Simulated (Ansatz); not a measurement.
Relaxing a trial structure of CH3AlFGe

The starting geometry of this gas-phase doublet was optimised with GFN2-xTB; its bonds are those of `[F][Al]1[CH2][GeH]1`.

```yaml
atoms:
  - { symbol: C, position_ang: [-1.1585, 0.2825, 1.1865] }
  - { symbol: Al, position_ang: [0.2737, -0.2965, 2.4578] }
  - { symbol: F, position_ang: [1.9054, -0.2025, 2.7699] }
  - { symbol: Ge, position_ang: [-2.0901, -0.8722, 2.7039] }
  - { symbol: H, position_ang: [-1.1446, -0.0815, 0.1596] }
  - { symbol: H, position_ang: [-1.3952, 1.3485, 1.1863] }
  - { symbol: H, position_ang: [-1.4431, -2.2015, 1.9781] }
```

Question: Predict what becomes of its bonds when it is optimised with BLYP-D3(BJ)/def2-SVP.

Answer: A new bond forms, giving a structure with H7 bridging Ge4 and Al2, given below by its coordinates. Distances that change by over a tenth: Ge4–H7 (1.65 → 1.94 Å). Contacts that close: Al2–H7 (2.61 → 1.69 Å).

The energy falls by 0.40 eV over 17 steps:

| step | E − E(last) (eV) |
| --- | --- |
| 1 | 0.400 |
| 3 | 0.324 |
| 5 | 0.159 |
| 6 | 0.094 |
| 8 | 0.055 |
| 10 | 0.013 |
| 12 | 0.001 |
| 13 | 0.001 |
| 15 | 0.000 |
| 17 | 0.000 |

Final geometry (Å):

```xyz
7

C    -1.1762    0.3447    1.1570
Al    0.1592   -0.5106    2.2098
F     1.7551   -0.5268    2.7151
Ge   -2.4094   -0.9437    2.3645
H    -1.2097    0.1003    0.0742
H    -1.4396    1.4079    1.3109
H    -0.7316   -1.8951    2.6106
```

No frequencies were run, so the end isn't proven a minimum. Open shells are spin-unrestricted. Run with Ansatz 0.2.0, 48 s on 2 threads of Intel(R) Xeon(R) Platinum 8375C CPU @ 2.90GHz (Ice Lake) (shared host).
